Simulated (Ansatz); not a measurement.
PBE exchange is replaced step by step with exact exchange (0 % is PBE, 25 % PBE0; no dispersion term), basis def2-TZVPD, Ansatz. System: BSb2⁻. Total charge -1; singlet. Geometry: PBE-D4/def2-TZVPD.

Geometry of the singlet:

```xyz
3

B     0.000    0.001    0.002
Sb   -1.526   -1.388    0.185
Sb    1.526    1.388   -0.187
```

In the def2 sets Sb takes a core potential; there is no spin–orbit coupling. At PBE-D4/def2-TZVPD, PBE0-D4/def2-TZVPD the restricted singlet is unstable: a solution with broken spin symmetry lies lower. At PBE-D4/def2-TZVPD, PBE with 5 % exact exchange/def2-TZVPD, PBE with 10 % exact exchange/def2-TZVPD the highest occupied level of the charge -1 singlet lies above zero (up to 0.32 eV). Its loss leaves the charge 0 doublet, which lies 1.90 eV higher (vertical, at PBE-D4/def2-TZVPD), but this difference is unsure: the doublet is doubtful (geometry relaxed on an unsound state). At PBE-D4/def2-TZVPD, PBE with 5 % exact exchange/def2-TZVPD an occupied level of the charge -1 singlet lies above an empty one (by up to 0.40 eV), so this SCF solution is probably not the lowest. The restricted singlet is unstable towards broken spin symmetry at other levels; at PBE with 5 % exact exchange/def2-TZVPD, PBE with 10 % exact exchange/def2-TZVPD, PBE with 15 % exact exchange/def2-TZVPD, PBE with 35 % exact exchange/def2-TZVPD and others this wasn't settled. The geometry of the singlet was relaxed on an unsound state (an occupied level 0.40 eV above an empty one). At PBE0-D4/def2-TZVPD a triplet of charge -1 lies 0.78 eV below the restricted singlet at the same geometry. The structure comes from a short search, and lower isomers may exist.

```
exact exchange (%)  HOMO (eV)  LUMO (eV)  gap (eV)
                 0       0.32      -0.09     -0.40
                 5       0.16       0.01     -0.15
                15      -0.15       0.21      0.36
                25      -0.47       0.42      0.89
                35      -0.80       0.63      1.42
                50      -1.30       0.95      2.25
```

Problem. Estimate the row for 10 %.

Solution. 
| exact exchange (%) | HOMO (eV) | LUMO (eV) | gap (eV) |
| --- | --- | --- | --- |
| 10 | 0.01 | 0.11 | 0.11 |
